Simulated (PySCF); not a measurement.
SrCl2, SMILES [Cl][Sr][Cl].

The structure is a stationary point at B3LYP-D3(BJ)/def2-TZVP. The isomer is the one that the SMILES or the coordinates give; other isomers of the formula were not compared. The def2 effective core potentials stand for the cores of Sr; spin–orbit coupling is left out.

All values below come from TDDFT-PBE/def2-TZVPD run with PySCF.

Vertical excitations. Gas-phase values at a fixed geometry. State labels are in the subgroup C2v.

Computed UV-visible absorptions:
| state | symmetry | energy (eV) | λ (nm) | f | main pairs |
|---|---|---|---|---|---|
| S1 | B2 | 3.79 | 327 | 0.000 | HOMO→LUMO 99 % |
| S2 | B1 | 3.84 | 323 | 0.023 | HOMO−1→LUMO 100 % |
| S3 | A1 | 3.85 | 322 | 0.012 | HOMO−2→LUMO 100 % |
| S4 | A2 | 3.95 | 314 | 0.000 | HOMO−3→LUMO 100 % |
| S5 | B2 | 4.08 | 304 | 0.025 | HOMO−4→LUMO 99 % |
| S6 | A1 | 4.64 | 267 | 0.010 | HOMO−5→LUMO 100 % |
| S7 | A2 | 5.14 | 241 | 0.000 | HOMO→LUMO+1 99 % |
| S8 | B2 | 5.14 | 241 | 0.001 | HOMO→LUMO+2 100 % |
| S9 | A1 | 5.18 | 239 | 0.002 | HOMO−1→LUMO+1 67 %, HOMO−2→LUMO+2 33 % |
| S10 | B1 | 5.18 | 239 | 0.002 | HOMO−1→LUMO+2 57 %, HOMO−2→LUMO+1 43 % |
| T1 | B2 | 3.74 | 332 | 0 | HOMO→LUMO 100 % |
| T2 | B1 | 3.78 | 328 | 0 | HOMO−1→LUMO 100 % |
| T3 | A1 | 3.81 | 326 | 0 | HOMO−2→LUMO 100 % |
| T4 | A2 | 3.91 | 317 | 0 | HOMO−3→LUMO 100 % |
Triplets are in the Tamm–Dancoff approximation, which puts them higher than full response would, so one can lie above its singlet here.
